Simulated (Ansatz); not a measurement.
Cost and result for the atomization energy of C$_{2}$H$_{7}$NZn, SMILES `C[N](C)[ZnH]` (11 atoms, 10 bonds).

```xyz
11

C    -0.2640    1.1007    0.6752
N    -0.0705    0.0015   -0.2296
C     0.5959   -1.1065    0.3971
Zn   -0.6076    0.0106   -1.9631
H    -0.7717    1.9373    0.1870
H    -0.8735    0.8141    1.5482
H     0.6921    1.4843    1.0682
H     0.0270   -1.4974    1.2569
H     0.7374   -1.9363   -0.3011
H     1.5925   -0.8267    0.7770
H    -1.0576    0.0184   -3.4158
```

Charge 0, multiplicity 1. For Zn the d shell is correlated and the shells below it are frozen. Scalar relativity is left out up to krypton. The structure was optimised at the PBE0-D4/def2-TZVP level. Program: Ansatz. All runs use 4 threads of an Arm Neoverse V2 on a shared host. Times are those of one run each, without the atoms' runs, and a repeat can differ threefold. Electronic energies, without spin–orbit coupling; frozen cores. CCSD(T)/CBS adds CCSD(T) − MP2 in def2-TZVPP to the MP2 limit, and its time is that of the two runs behind it. T1 = 0.015. With those shells the extrapolation isn't a true limit. HSE06 is the plane-wave form, built on full-range PBE exchange.

CCSD(T)/CBS is a level of theory with its own doubt, some kJ/mol a heavy atom from the limit and from the frozen cores, so smaller differences don't rank the functionals.

```
                             level  functions  wall time  atomization (kcal/mol)  difference from CCSD(T)/CBS  per bond
            LDA (SPW92)/def2-TZVPP        255      1.1 s                   993.0                        128.8      12.9
                BLYP-D4/def2-TZVPP        255        2 s                   863.0                         -1.2      -0.1
   PBE-D4/def2-TZVPP (with forces)        255      2.3 s                   881.7                         17.5       1.7
                PBE0-D4/def2-TZVPP        255      2.6 s                   868.3                          4.1       0.4
               HSE06-D4/def2-TZVPP        255      2.9 s                   868.9                          4.7       0.5
r2SCAN-D4/def2-TZVPP (with forces)        255      3.9 s                   868.1                          3.9       0.4
                  CCSD(T)/def2-SVP        108      4.1 s                   820.6                        -43.6      -4.4
                 B2PLYP/def2-TZVPP        255      4.7 s                   856.6                         -7.6      -0.8
                ωB97X-V/def2-TZVPP        255        7 s                   870.9                          6.7       0.7
  ωB97M-V/def2-TZVPP (with forces)        255       10 s                   868.3                          4.1       0.4
                    MP2/def2-QZVPP        481       18 s                   864.9                          0.7       0.1
                CCSD(T)/def2-TZVPP        255    2.2 min                   843.4                        -20.8      -2.1
                 CCSD(T)/CBS(def2)          –    2.5 min                   864.2                          0.0       0.0
```

Leaving LDA and LC-ωPBE aside and taking each functional with its dispersion term where it has one, the values, not all of them listed here, spread over 38.9 kcal/mol, from BHLYP-D4 to PBE-D4. LDA lies +115.9 kcal/mol from PBE without D4, its usual overbinding. The D4 term adds +7.4 kcal/mol with B3LYP and +3.9 kcal/mol with PBE0; it sums over pairs of atoms, weighted by their polarisabilities, and B3LYP, whose exchange is more repulsive, gets the larger term. At CCSD(T), def2-SVP lies −43.6 kcal/mol from the extrapolated value and def2-TZVPP −20.8 kcal/mol: correlation converges slowly with the basis, and small sets miss more of it in the bonded molecule than in its fragments.

B3LYP here is the variant with VWN-RPA as its local correlation; programs differ in this.
